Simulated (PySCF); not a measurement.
A structure optimised at ωB97X-D3(BJ)/def2-SVP, used in a PySCF frequency run:

```
C
C 1 1.4106
H 2 1.0930 1 120.89
H 2 1.0930 3 118.23 1 180.00
C 1 1.4262 2 121.31 3 0.00
C 5 1.3873 1 121.05 2 180.00
H 6 1.0939 5 119.74 1 180.00
H 5 1.0942 6 120.14 7 0.00
C 6 1.4027 7 119.82 5 180.00
H 9 1.0934 6 120.19 7 0.00
C 9 1.4027 10 120.19 6 180.00
C 11 1.3873 9 120.44 10 180.00
H 11 1.0939 12 119.74 1 180.00
H 12 1.0942 11 120.14 13 0.00
```
Charge 0, spin multiplicity 2.

Write its SMILES, formula and point group.

[CH2]c1ccccc1, C7H7, C2v

What are its rotational constants (standard atomic weights)?

5.5154, 2.6912, 1.8087 GHz
